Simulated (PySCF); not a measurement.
A structure optimised at PBE-D3(BJ)/def2-SVP, used in a PySCF frequency run:

```
C
H 1 1.1089
H 1 1.1104 2 106.95
C 1 1.5472 2 114.38 3 -120.78
H 4 1.1080 1 113.46 2 85.99
H 4 1.1144 5 106.36 1 123.10
C 1 1.5472 2 111.65 3 118.64
H 7 1.1117 1 112.04 2 -85.11
H 7 1.1168 8 106.70 1 -121.64
N 7 1.4619 8 112.12 9 -121.95
H 10 1.0201 7 119.72 8 48.70
B 10 1.4096 11 127.41 7 -169.53
F 12 1.3486 10 123.29 11 -5.57
```
Charge 0, spin multiplicity 1.

**Question.** Write its SMILES and formula.

**Answer.** FB1CCCN1, C3H7BFN

**Question.** What are its rotational constants (standard atomic weights)?

**Answer.** 6.7298, 2.9924, 2.1830 GHz
